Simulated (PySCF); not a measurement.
Rows and methods have been separated. Pair them.

Compound: C2H8BFS.
Geometry (PBE0-D3(BJ)/def2-SVP, Å), atoms numbered from 1 in this order:
```
atom  x, y, z in Å
B1     1.5528   -0.6239    0.5354
S2     0.3021    0.0436   -0.7994
C3    -0.3064    1.5966   -0.1247
C4    -1.1404   -1.0052   -0.4676
F5    -2.2109   -0.6046   -1.1934
H6     0.9394   -0.6029    1.5929
H7     1.8287   -1.7349    0.1122
H8     2.4718    0.1729    0.4543
H9    -1.2062    1.8993   -0.6757
H10   -0.5109    1.4768    0.9486
H11    0.4896    2.3386   -0.2681
H12   -1.3625   -0.9499    0.6104
H13   -0.8355   -2.0270   -0.7419
```

The closed-shell ground state was solved 7 times with PySCF (density fitting, gas phase), always in the pcSseg-2 basis (299 functions), with these functionals: B3LYP, BP86, CAM-B3LYP, HF, LC-wPBE, mPW1PW91 and wB97X-D.

```json
{"row": "P", "total energy (Eh)": "-604.0338", "HOMO (eV)": "-7.00", "LUMO (eV)": "-0.97", "dipole (D)": "3.04"}
{"row": "Q", "total energy (Eh)": "-603.9639", "HOMO (eV)": "-8.22", "LUMO (eV)": "0.01", "dipole (D)": "3.05"}
{"row": "R", "total energy (Eh)": "-603.9299", "HOMO (eV)": "-10.08", "LUMO (eV)": "1.80", "dipole (D)": "3.10"}
{"row": "S", "total energy (Eh)": "-604.0225", "HOMO (eV)": "-8.01", "LUMO (eV)": "-0.24", "dipole (D)": "3.01"}
{"row": "T", "total energy (Eh)": "-602.0994", "HOMO (eV)": "-11.29", "LUMO (eV)": "2.56", "dipole (D)": "3.08"}
{"row": "U", "total energy (Eh)": "-603.7609", "HOMO (eV)": "-10.95", "LUMO (eV)": "2.14", "dipole (D)": "3.10"}
{"row": "V", "total energy (Eh)": "-603.9123", "HOMO (eV)": "-9.60", "LUMO (eV)": "0.96", "dipole (D)": "3.02"}
```

Which functional belongs to which row?

P = BP86, Q = mPW1PW91, R = wB97X-D, S = B3LYP, T = HF, U = LC-wPBE, V = CAM-B3LYP. By rising HOMO–LUMO gap: BP86 (GGA) 6.03 eV; B3LYP (global hybrid, 20 % exact exchange) 7.77 eV; mPW1PW91 (global hybrid, 25 % exact exchange) 8.23 eV; CAM-B3LYP (range-separated hybrid) 10.56 eV; wB97X-D (range-separated hybrid) 11.88 eV; LC-wPBE (range-separated hybrid) 13.09 eV; HF (all exact exchange) 13.85 eV. Total energies of different functionals aren't bounds to one another; each is stationary for its own functional.

One conformer stands for the species.

Note: wB97X-D ran without an empirical dispersion term, which enters the total energy and its gradient alone.
